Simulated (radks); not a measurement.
Spherical quantum dot in the effective-mass picture: electrons in a parabolic well V = omega^2 r^2 / 2 with omega = 2.33, all in effective atomic units (hartree* = m*/eps^2 hartree, bohr* = eps/m* bohr), one dielectric constant everywhere. Method: non-relativistic Kohn-Sham, LDA (Slater exchange, Perdew-Wang correlation), spin-polarised, spherical densities; computed with a radial shooting solver with Libxc functionals. Levels are named by radial order and angular momentum (1s, 1p, 1d, 2s, ...), and open shells are averaged over m. Results are scaled to m* = 0.075 and eps = 15.8, for which hartree* = 8.175 meV and bohr* = 11.15 nm.

N = 3, configuration 1s2 1p(up 1, down 0). This is the lowest configuration that the search found. Occupied and some empty levels:

level    occupation  eigenvalue (meV)  <r> (nm)
1s up             1            48.402     8.867
1s down           1            49.234     8.837
1p up             1            64.957     11.54
1p down           0            65.881     11.55
1d up             0            82.289     13.65
1d down           0            83.162     13.69
2s up             0            83.553     12.64
2s down           0            84.180     12.68
1f up             0            100.11     15.46
1f down           0            100.87     15.51

Energy (meV): total 129.239, kinetic 46.643, external 58.923, Hartree 37.751, exchange-correlation -14.077.
